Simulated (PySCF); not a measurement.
Fill in the blanks.

Species: [AuF4]- (charge -1 and singlet state).
Structure used (PBE0-D3(BJ)/def2-SVP), in Å, numbered top down from 1:
```xyz
5
AuF4 angstrom
Au     0.0006    0.0005    0.0000
F      1.9219   -0.0244    0.0040
F      0.0163    1.9220    0.0068
F     -1.9208    0.0227   -0.0039
F     -0.0179   -1.9209   -0.0069
```

```tsv
property	level	value
point group	PBE0-D3(BJ)/def2-SVP	?
rotational constants A, B, C	PBE0-D3(BJ)/def2-SVP	3.614, 3.590, 1.801 GHz
HOMO energy	wB97X-D/def2-SVPD	?
LUMO energy	wB97X-D/def2-SVPD	3.29 eV
lowest singlet excitation	TDDFT wB97X-D/def2-SVPD	3.42 eV (363 nm, f = 0.000)
lowest triplet excitation (Tamm–Dancoff)	TDA wB97X-D/def2-SVPD	2.97 eV
static isotropic polarisability	wB97X-D/def2-SVPD	?
```

Gas-phase values; electronic properties from PySCF, density fitting. Geometry: PBE0-D3(BJ)/def2-SVP; no solvent, vibrations or thermal averaging. Atoms past krypton carry effective core potentials; spin–orbit coupling is left out.

Task: Give the point group.

Result: D4h.

Task: Give the static isotropic polarisability.

Result: 44.9 au.

Task: The HOMO energy?

Result: -6.27 eV.

The rotational constants are those of an oblate symmetric top; the small spread among constants that symmetry makes equal is optimisation noise. With B = h/(8π²I), that is 505.379 GHz u Å² over I, the principal moments of inertia are 139.8, 140.8 and 280.6 u Å² (most abundant isotopes); the inertial defect Ic − Ia − Ib is 0.0 u Å² (zero for a rigid planar frame, negative otherwise). No computed singlet falls in the visible range (750 to 380 nm, 1.65 to 3.26 eV); S1 lies 0.16 eV above its blue end. The polarisability is 6.66 Å³ as a volume (1 au = 0.148185 Å³). The principal polarisabilities are 31.8, 51.4 and 51.6 au; their mean is the isotropic value.
